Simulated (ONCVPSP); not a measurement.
**Si (Z = 14): one change to an ONCV potential, before and after**

| Item | Value |
| --- | --- |
| Element | silicon |
| Generator | ONCVPSP 4.0.1 |
| Type | optimised norm-conserving Vanderbilt (ONCV) |
| Functional | Wu-Cohen |
| Relativity | scalar-relativistic |
| Frozen core | [Ne] |
| Valence charge | 4 |
| Reference configuration | 3s2 3p2 |
| Partial waves | 3s: rc 1.70 bohr, ncon 4, nbas 7, qcut 4.4 1/bohr, 2 projectors, debl 0.7 Ha; 3p: rc 2.40 bohr, ncon 4, nbas 8, qcut 2.8 1/bohr, 2 projectors, debl 0.8 Ha |
| Local potential | polynomial inside 1.60 bohr (lpopt 5, dvloc0 -1 Ha) |
| Core correction | Teter function, fcfact 5.25, rcfact 1.45 |

All-electron outer shells of the reference configuration (Wu-Cohen, scalar-relativistic, ld1.x):

| shell | level (eV) | outermost node (bohr) | outermost maximum (bohr) |
| --- | --- | --- | --- |
| 2s | -139.23 | 0.15 | 0.45 |
| 2p | -95.56 | – | 0.39 |
| 3s | -10.78 | 0.72 | 1.77 |
| 3p | -4.05 | 0.72 | 2.17 |

Change: core correction Teter function, fcfact 5.25, rcfact 1.3.

Cutoffs: the cutoffs (Ha) at which the residual kinetic energy of the hardest occupied pseudo-wave falls to 1 and 0.1 mHa per electron; they do not see the model core or the augmentation charge, which bear on the density cutoff. Errors are all-electron minus pseudo energies relative to the spin-unpolarised reference configuration.

Predict the effect on cutoff, ghosts and configuration errors.

The potential gets neither clearly harder nor softer (8.0 Ha and 12 Ha → 8.0 Ha and 12 Ha); of the 4 tests that both files solve, the error grows in 0 and shrinks in 3 by more than 15 % and 0.3 meV (median size 7.3 → 1.6 meV); neither file shows a bound ghost. A model core, the more so a compact one, raises the density cutoff, which this test does not measure.

```tsv
quantity	base	changed
cutoff, loose	8.0 Ha	8.0 Ha
cutoff, tight	12 Ha	12 Ha
bound ghosts	none	none
GHOST(+) flags under 300 eV	s at 107.2 eV	s at 107.2 eV
error for 3s2 3p1, meV [ΔE 7.72 eV]	+0.5	-0.2
error for 3s2 3p0, meV [ΔE 23.71 eV]	+3.5	+0.1
error for 3s1 3p0, meV [ΔE 57.66 eV]	-65	-23
error for 3s0 3p4, meV [ΔE 13.76 eV]	-11	-3.0
s: phases at 1.73 bohr within 0.05 rad from the reference energy up to (Ha; the scan ends near 5)	2.9	2.9
p: phases at 2.44 bohr within 0.05 rad from the reference energy up to (Ha; the scan ends near 5)	2.0	2.0
rms error of d²Exc/dni dnj with the model core, mHa	1.63	0.39
```
